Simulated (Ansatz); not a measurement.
Stepwise reaction of `[CH3][In]([Br])[Br]` with hydrogen chloride, as a gas-phase model of exchange steps in deposition or etching. ΔE in kJ/mol.

Program: Ansatz. Geometries: PBE0-D4/def2-TZVP. ΔE: electronic, gas phase. CCSD(T)/CBS adds triple-zeta CCSD(T) − MP2 to the extrapolated MP2 energy (def2 sets, frozen cores). This one scheme is used for every species. DFT in def2-TZVPP. B3LYP here is the variant with VWN-RPA as its local correlation; programs differ in this. Elements past krypton have def2 core potentials. For Br, In outer-core shells are correlated without core-valence functions, which leaves a few kJ/mol of doubt a bond. Scalar relativity is left out up to krypton.

| step | reaction | PBE-D4 | B3LYP-D4 | ωB97M-V | CCSD(T)/CBS |
| --- | --- | --- | --- | --- | --- |
| 2 | `[CH3][In]([Cl])[Br]` + HCl → `[CH3][In]([Cl])[Cl]` + HBr | 17.2 | 17.3 | 17.1 | 19.9 |

Task: Give the row of step 1, `[CH3][In]([Br])[Br]` + HCl → `[CH3][In]([Cl])[Br]` + HBr. (Best estimate.)

Result: Ansatz gave: 
```
step                                                   reaction  PBE-D4  B3LYP-D4  ωB97M-V  CCSD(T)/CBS
   1  `[CH3][In]([Br])[Br]` + HCl → `[CH3][In]([Cl])[Br]` + HBr    17.3      17.4     17.1         20.0
```

Task: By hand: ΔE of the 2 steps together at CCSD(T)/CBS.

Result: (20.0) + (19.9) = 39.9 kJ/mol, or 19.9 kJ/mol a step.

In ΔE the steps differ by no more than 0.1 kJ/mol. All are uphill at CCSD(T)/CBS. PBE-D4 differs from CCSD(T)/CBS by -2.7 to -2.7 kJ/mol a step. Isolated molecules leave out the surface, adducts and barriers. Largest T1 diagnostic: 0.012.
